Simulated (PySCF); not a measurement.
## Unknown compound

Molecular formula: C4H9O2PSi. Simulated spectra:

¹H NMR (600 MHz, computed): δ 7.30 (m, 1H), 6.14 (m, 1H), 5.84 (m, 1H), 4.16 (m, 3H), 4.00 (s, 3H).

¹³C{¹H} NMR (computed): δ 187.8, 142.4, 132.5, 53.4.

[PySCF 2.14: PBE0/pcSseg-1 with gauge-including orbitals; GFN2-xTB structure; fast rotation and ring inversion assumed for equivalent nuclei; no solvent model; non-relativistic; one computed conformer]

Shifts are taken against calculated references (same method and geometry level): ¹H (31.72 ppm) and ¹³C (186.93 ppm) against TMS.

Deduce the structure.

Answers


4 carbon signals for 4 carbons: no two carbons are equivalent. Carbon types of the structure: 1 × C, 1 × CH, 1 × CH2, 1 × CH3, leaving 3 H on heteroatoms. δC 187.8: carbonyl carbon. δC 142.4: alkene CH; the olefinic region. δC 132.5: terminal =CH2 carbon; as expected for a trigonal carbon in a double bond. δC 53.4: methyl carbon bonded to O; deshielded by the electronegative neighbour. δH 7.30: hydrogen on an alkene CH; attached to an sp2 carbon and in the plane of the double bond. δH 6.14, 5.84: hydrogen on a terminal =CH2 carbon; olefinic region. δH 4.00: hydrogen on a methyl carbon bonded to O; its carbon carries O, hence the downfield position.

The compound is `C=CP([SiH3])C(=O)OC`.

This is the structure that produced the data.

Splittings by ³¹P in the carbon and heteronuclear signals aren't shown, as no couplings were computed. Shifts are as computed. Against solution values, carbons near 30 ppm lie about +3 ppm off and those near 130 ppm about +5 ppm. Of 1211 compounds with measured shifts, 218 miss one by over three times the rms of a fit or turn the order of signals round; such compounds aren't used in these exercises. No couplings were computed; multiplicities are counted from neighbouring protons, with m where these are inequivalent, close in shift, in a saturated or five-membered ring or joined by F or P, and br s for small geminal =CH2 splittings.
